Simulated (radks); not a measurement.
Eu2+, 61 electrons, occupied as [Xe] 4f7 (the NIST ground configuration). Calculated with a radial shooting solver on a logarithmic mesh with Libxc functionals: scalar-relativistic Kohn-Sham, revPBE, spin-unpolarised, spherical densities, finite nucleus; Fermi nuclear charge, rms radius 5.1115 fm.

Normalised radial functions P(r) = r R(r), r in bohr:

r              5s
0.001698   0.0626
0.002302   0.0786
0.003119   0.0970
0.004194   0.1165
0.005684   0.1361
0.007703   0.1514
0.01044    0.1562
0.01415    0.1413
0.01918    0.0966
0.02599    0.0152
0.03522   -0.0965
0.04774   -0.2060
0.06469   -0.2486
0.08768   -0.1524
0.1179     0.0805
0.1598     0.3223
0.2165     0.3114
0.2934    -0.0623
0.3977    -0.4831
0.539     -0.4191
0.7305     0.2100
0.99       0.8503
1.342      0.9871
1.818      0.6633
2.445      0.2809
3.313      0.0684
4.49       0.0086
6.086      0.0004
8.248      0.0000
11.18      0.0000

5s: eigenvalue -58.178 eV, 4 radial nodes at r = 0.0272, 0.108, 0.282, 0.670 bohr, <r> = 1.38 bohr, 90 % of the charge inside 1.99 bohr.
